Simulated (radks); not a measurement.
Question: These are the eigenvalues of the occupied orbitals of an atom or ion with whole-number occupations (Ry). Method: Dirac Kohn-Sham, PBE, spin-unpolarised, spherical densities, point nucleus; computed with a radial shooting solver on a logarithmic mesh with Libxc functionals.

| orbital | eigenvalue |
|---|---|
| 1s1/2 | -0.47720 |

Which element is it, and in what charge state? The configuration may be excited. Open shells, if any, fill j = l - 1/2 first.

Answer: Z = 1, hydrogen, charge 0: H in 1s1. The 1s level, -0.2386 hartree, gives Z - s = 0.7 by -(Z - s)^2/2, which with screening and relativity narrows Z to a few neighbours, and the depths must fix Z and the occupations together.
